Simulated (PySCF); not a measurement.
Compound: TiCl₄ (singlet state).
Structure used (PBE0-D3(BJ)/def2-SVP), in Å, numbered top down from 1:
```
atom  x, y, z in Å
Cl1    1.3237    1.0452   -1.2114
Ti2   -0.0914    0.0408    0.0653
Cl3   -1.2925   -1.2874   -1.1265
Cl4   -1.3732    1.4902    1.0120
Cl5    0.9565   -1.0810    1.5767
```

Method: PBE0-D3(BJ)/def2-SVP geometry optimisation, gas phase in PySCF 2.14.0.

(1) Which atoms are bound to Ti2, and at what distances?

(2) List the angles at Ti2.

(3) What is the shape at Ti2?

(4) What are the rotational constants (commonest isotopes, rigid rotor)?

Answers

(1) 4 atoms: Cl3 2.151 Å, Cl4 2.154 Å, Cl5 2.154 Å, Cl1 2.154 Å.

(2) 
| angle | degrees | distance of the outer atoms (Å) |
| --- | --- | --- |
| Cl1–Ti2–Cl5 | 109.8 | 3.53 |
| Cl3–Ti2–Cl5 | 109.8 | 3.52 |
| Cl1–Ti2–Cl4 | 109.7 | 3.52 |
| Cl4–Ti2–Cl5 | 109.4 | 3.52 |
| Cl3–Ti2–Cl4 | 109.1 | 3.51 |
| Cl1–Ti2–Cl3 | 109.0 | 3.51 |

(3) Tetrahedral: angles from 109.0° to 109.8°; τ4 = (360° − α − β)/141° = 1.00 with α and β the two widest (0 for a square, 1 for a tetrahedron). Differences among atoms that Td makes equivalent are scatter left by the optimiser.

(4) A = 1174, B = 1169, C = 1163 MHz: a spherical top.

Point group: Td (every atom within 0.08 Å of its image). Charge 0, singlet. Not checked by PBE0-D3(BJ)/def2-SVP frequencies.
